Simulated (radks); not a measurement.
Problem. Neutral antimony, 51 electrons, occupied as [Kr] 4d9.5 5s2 5p3 6p0.5 (fractional occupations, a model configuration). Method: non-relativistic Kohn-Sham, PBE, spin-polarised, spherical densities, point nucleus; open shells are filled with parallel spins first (spin-orbit coupling, left out, can overturn this in heavy ions); relativity is left out, which matters for an element this heavy; computed with a radial shooting solver on a logarithmic mesh with Libxc functionals. Some entries of the table are withheld. Estimate them.

orbital  occ.  eigenvalue (hartree)  r(max) (bohr)
1s up       1             -1072.250        0.01975
1s down     1             -1072.248        0.01975
2s up       1             -159.5643         0.1093
2s down     1             -159.5576         0.1093
2p up       3             -149.5180        0.08549
2p down     3             -149.5116        0.08549
3s up       1             -31.38706         0.3127
3s down     1             -31.38215         0.3127
3p up       3             -27.21777         0.2991
3p down     3             -27.21208         0.2992
3d up       5             -19.48187         0.2449
3d down     5             -19.47462         0.2449
4s up       1              -5.29622         0.7489
4s down     1              -5.27259         0.7490
4p up       3              -3.88115         0.7729
4p down     3              -3.85724         0.7730
4d up       5              -1.51009            (1)
4d down   4.5              -1.48267            (2)
5s up       1                   (3)            (4)
5s down     1                   (5)            (6)
5p up       3              -0.30404          2.266
5p down     0              -0.22476          2.254
6p up     0.5              -0.03108          9.376

Solution. 
(1) 4d up r(max) (bohr): 0.8393
(2) 4d down r(max) (bohr): 0.8391
(3) 5s up eigenvalue (hartree): -0.58336
(4) 5s up r(max) (bohr): 1.946
(5) 5s down eigenvalue (hartree): -0.50475
(6) 5s down r(max) (bohr): 1.917
